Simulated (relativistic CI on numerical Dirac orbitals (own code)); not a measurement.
# Radial parameters of Sb13+

Calculated at this level of theory: Dirac-Coulomb-Breit CI, separate exchange-only KLI orbitals for each configuration, model QED, unscaled Slater integrals (own radial code, finite nucleus).

Slater integrals F^k, G^k are unscaled and averaged over j, outside the closed core [Ar] 3d10; ζ comes from projecting the Hamiltonian with its Breit term on Σ l·s of the shell.

- 4s2 4p6 4d2: F^2(4d,4d) = 121240, F^4(4d,4d) = 81973, ζ(4d) = 5769.3 cm⁻¹; <r>(4d) = 0.8402, <r^2>(4d) = 0.8063 (bohr units).
- 4s2 4p5 4d3: ζ(4p) = 55105, F^2(4d,4d) = 121340, F^4(4d,4d) = 82040, F^2(4p,4d) = 126130, G^1(4p,4d) = 159900, G^3(4p,4d) = 100890, ζ(4d) = 5763 cm⁻¹; <r>(4p) = 0.7803, <r^2>(4p) = 0.6877, <r>(4d) = 0.8392, <r^2>(4d) = 0.8046 (bohr units).
- 4s2 4p6 4d 4f: ζ(4d) = 5807.8, F^2(4d,4f) = 114360, F^4(4d,4f) = 75048, G^1(4d,4f) = 134310, G^3(4d,4f) = 86976, G^5(4d,4f) = 62333, ζ(4f) = 302.57 cm⁻¹; <r>(4d) = 0.8397, <r^2>(4d) = 0.8057, <r>(4f) = 0.9207, <r^2>(4f) = 0.9768 (bohr units).

**Question.** Give the Racah parameters of the d shell in 4s2 4p6 4d2.

**Answer.** B = F²/49 − 5F⁴/441 = 1545 cm⁻¹ and C = 35F⁴/441 = 6506 cm⁻¹.

Averages of the first 10 configurations, taken without configuration mixing, which lowers the lowest level and can move excited configurations by several eV; other configurations of the list can lie among them:

| Configuration | Parity | States | Average energy above the lowest level (eV) |
| --- | --- | --- | --- |
| 4s2 4p6 4d2 | even | 45 | 6.1 |
| 4s2 4p5 4d3 | odd | 720 | 85.4 |
| 4s2 4p6 4d 4f | odd | 140 | 92.2 |
| 4s 4p6 4d3 | even | 240 | 143.3 |
| 4s2 4p6 4d 5s | even | 20 | 90.9 |
| 4s2 4p5 4d2 4f | even | 3780 | 170.4 |
| 4s2 4p6 4d 5p | odd | 60 | 110.7 |
| 4s2 4p6 4f 5s | odd | 28 | 178.2 |
| 4s 4p6 4d2 4f | odd | 1260 | 228.5 |
| 4s2 4p6 4d 5d | even | 100 | 140.9 |
